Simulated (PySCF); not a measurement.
**Static response to an electric field**

Compound: C₅H₁₀OSi.
Geometry (PBE0-D3(BJ)/def2-SVP, Å), atoms numbered from 1 in this order:
```
atom  x, y, z in Å
C1     3.4019    1.4534    0.6987
O2     2.0997    1.1537    0.2849
C3     1.9562    0.0314   -0.4556
C4     0.7637   -0.5483   -0.6481
C5    -0.4993   -0.0710   -0.0619
C6    -1.6247   -1.0802    0.2347
Si7   -2.0665    0.1506   -1.0848
H8     3.3714    2.4284    1.2029
H9     3.7933    0.7007    1.4073
H10    4.0976    1.5228   -0.1582
H11    2.8708   -0.3632   -0.9163
H12    0.7378   -1.4253   -1.3016
H13   -0.3545    0.6966    0.7075
H14   -2.0897   -1.0158    1.2241
H15   -1.4252   -2.1152   -0.0671
H16   -3.0002    1.2618   -0.7697
H17   -2.0688   -0.3054   -2.4975
```

Level: wB97X-D/def2-SVPD (PySCF), static field, nuclei fixed, core orbitals frozen in the response. The polarisability tensor in these axes (au):

```
x   131.40   7.57  13.31
y     7.57  84.65   1.06
z    13.31   1.06  83.83
```

Task: Diagonalise the tensor; give its mean and Δα, where Δα² is half the sum of the squared differences of the eigenvalues.

Result: Principal values 80.13, 83.75 and 135.99 au; mean 99.96 au = 14.81 Å³ = 16.48 × 10⁻⁴⁰ C²·m²/J; Δα = 54.14 au (54 % of the mean).

Task: What is the dipole moment, and where does it point?

Result: (1.15, 0.03, 0.15) D, 1.16 D in size, pointing from the negative to the positive side. Measured along this direction, the outermost atoms are H16 at the negative end and H10 at the positive end.

Task: What are the principal values of the traceless quadrupole moment, Θ = ½Σq(3rr − r²1), about the centre of nuclear charge?

Result: -6.17, -1.33, 7.50 D·Å. The values depend on the origin, since the dipole doesn't vanish. The electronic extent ⟨r²⟩ about the same centre is 1388 bohr², a root-mean-square distance of 2.50 Å for the 62 electrons.

Task: Find the Langevin capture rate constant for NO+ (29.998 u) meeting this molecule (114.050 u), k = 2.342 × 10⁻⁹ cm³/s × √(α in Å³ / reduced mass in u).

Result: The reduced mass is 23.75 u, so k = 1.85 × 10⁻⁹ cm³/s. The formula leaves out the permanent dipole, which adds to the capture rate.

Task: Estimate the molar refractivity from the static electronic polarisability.

Result: Lorentz–Lorenz: R = (4π/3)N_A α = 2.5225 cm³/(mol·Å³) × 14.81 Å³ = 37.4 cm³/mol, in the limit of long wavelengths.

Task: In a dilute gas of rigid molecules at 350 K, how does the orientational term μ²/3kT compare with the electronic polarisability?

Result: In Gaussian units μ²/3kT = 9.29 Å³ against 14.81 Å³, a ratio of 0.63; the Debye molar polarisation (4π/3)N_A(α + μ²/3kT) is 60.8 cm³/mol, leaving out the vibrational part.

One conformer (not necessarily the lowest) at the PBE0-D3(BJ)/def2-SVP geometry, without solvent, vibrations or thermal averaging.

The run behind these numbers computed excited states and ΔSCF ions as well. Hardware: one thread of an Arm Neoverse V2 (shared host). Cost: 74 s wall, 1.2 GiB resident at most.
